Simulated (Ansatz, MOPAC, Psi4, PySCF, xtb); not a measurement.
Two geometries of C4H10O2, SMILES COCCOC, relaxed at B3LYP-D3(BJ)/def2-SVP with one dihedral held; other torsions can differ between them too.

Structure A

```
16

C      0.2682    -3.5144    -2.0819
O      0.8447    -3.0185    -0.9031
C      1.5475    -1.8013    -1.0376
C      0.9030    -0.7502    -0.1326
O      1.5609     0.4934    -0.1881
C      2.6820     0.6063     0.6505
H      1.0291    -3.7775    -2.8442
H     -0.2886    -4.4271    -1.8219
H     -0.4399    -2.7952    -2.5405
H      2.6052    -1.9588    -0.7559
H      1.5402    -1.4321    -2.0793
H      0.8606    -1.1432     0.9026
H     -0.1354    -0.5861    -0.4637
H      3.4936    -0.0996     0.3865
H      2.4177     0.4355     1.7137
H      3.0723     1.6295     0.5481
```

Structure B

```
16

C     -1.2530    -4.1155    -1.5702
O     -0.7643    -3.0335    -0.8266
C     -1.5209    -1.8595    -0.9692
C     -0.8727    -0.7792    -0.1085
O     -1.5244     0.4629    -0.2186
C     -2.6619     0.6080     0.5918
H     -2.2848    -4.3927    -1.2705
H     -0.5927    -4.9764    -1.3897
H     -1.2639    -3.9002    -2.6583
H     -2.5733    -2.0308    -0.6583
H     -1.5478    -1.5180    -2.0249
H     -0.8331    -1.1273     0.9430
H      0.1653    -0.6375    -0.4486
H     -3.4736    -0.0990     0.3305
H     -2.4220     0.4658     1.6651
H     -3.0416     1.6308     0.4518
```

Task: Which is lower in energy at the level CCSD(T) on RHF/cc-pVDZ, frozen core // B3LYP-D3(BJ)/def2-SVP run with Ansatz (a program for electronic structure), and by how much?

Result: B is lower, by 8.37 kJ/mol (dihedral C4–C3–O2–C1: 120° in A, 180° in B).

E(B) − E(A) in kJ/mol at the other levels, on the same two geometries: PBE0/def2-TZVP // B3LYP-D3(BJ)/def2-SVP (Psi4) -8.79; PBE0-D3(BJ)/def2-TZVP // B3LYP-D3(BJ)/def2-SVP (Psi4) -8.59; PBE/def2-TZVP // B3LYP-D3(BJ)/def2-SVP (Psi4) -8.56; PBE-D3(BJ)/def2-TZVP // B3LYP-D3(BJ)/def2-SVP (Psi4) -8.35; r2SCAN/def2-TZVP // B3LYP-D3(BJ)/def2-SVP (Psi4) -9.04; RHF/cc-pVDZ // B3LYP-D3(BJ)/def2-SVP (Ansatz) -8.23; MP2 on RHF/cc-pVDZ, frozen core // B3LYP-D3(BJ)/def2-SVP (Ansatz) -8.66; CCSD on RHF/cc-pVDZ, frozen core // B3LYP-D3(BJ)/def2-SVP (Ansatz) -8.42; AM1, restricted, heats of formation // B3LYP-D3(BJ)/def2-SVP (MOPAC) -2.17; PM6, restricted, heats of formation // B3LYP-D3(BJ)/def2-SVP (MOPAC) 2.49; GFN1-xTB // B3LYP-D3(BJ)/def2-SVP (xtb) -3.20; restricted B3LYP/6-31G*, spherical d, density fitting // B3LYP-D3(BJ)/def2-SVP (PySCF) -8.41; restricted BP86/6-31G*, spherical d, density fitting // B3LYP-D3(BJ)/def2-SVP (PySCF) -8.37; restricted M06-2X/6-31G*, spherical d, density fitting // B3LYP-D3(BJ)/def2-SVP (PySCF) -8.72; restricted B3LYP/6-311+G**, spherical d, density fitting // B3LYP-D3(BJ)/def2-SVP (PySCF) -8.46.
